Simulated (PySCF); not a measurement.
Problem. Give a PBE0-D3(BJ)/def2-SVP geometry of `C=C(Cl)CBP`.

Solution. 
Z-matrix in Å and degrees, rows numbered from 1:
```
C 
C   1  1.3330
Cl  2  1.7480  1  119.51
C   2  1.4913  1  126.94  3   178.46
B   4  1.5743  2  118.10  1  -112.15
P   5  1.8775  4  125.71  2    -9.00
H   1  1.0907  2  121.61  3    -0.14
H   1  1.0925  2  119.71  3   179.83
H   4  1.1051  2  109.80  1    10.56
H   4  1.1079  2  110.07  1   125.31
H   5  1.2108  4  117.47  2   178.24
H   6  1.4206  5  103.28  4    39.33
H   6  1.4212  5  100.46  4   141.98
```

Of the pairs four or more bonds apart, Cl3···P6 is among the closest relative to their van der Waals radii: 3.45 Å, 97 % of the sum of Bondi's values. P6 (three-coordinate phosphorus) is pyramidal (angles 103.3°, 100.5° and 99.7°, sum 303.4°, 0.70 Å off the plane of its three neighbours). The 2 C–C bonds span 1.333 Å (C1=C2, drawn double) to 1.491 Å (C2–C4, drawn single), a spread of 0.158 Å. B5 (three-coordinate boron) is planar (angles 125.7°, 117.5° and 116.5°, sum 359.6°, 0.05 Å off the plane of its three neighbours).

Level of theory: PBE0-D3(BJ)/def2-SVP geometry optimisation, gas phase (PySCF 2.14.0).

Point group: C1 (no symmetry element, even within 0.4 Å). Stationary, but not proved a minimum. One conformer, not necessarily the lowest (C1–C2–C4–B5 -112°, C2–C4–B5–P6 -9°, C4–B5–P6–H 39° and 142°).

Time: 53 s; peak memory 0.51 GiB. Hardware: one thread, Arm Neoverse V2 (aarch64), shared host. That covers the optimisation of the geometry.
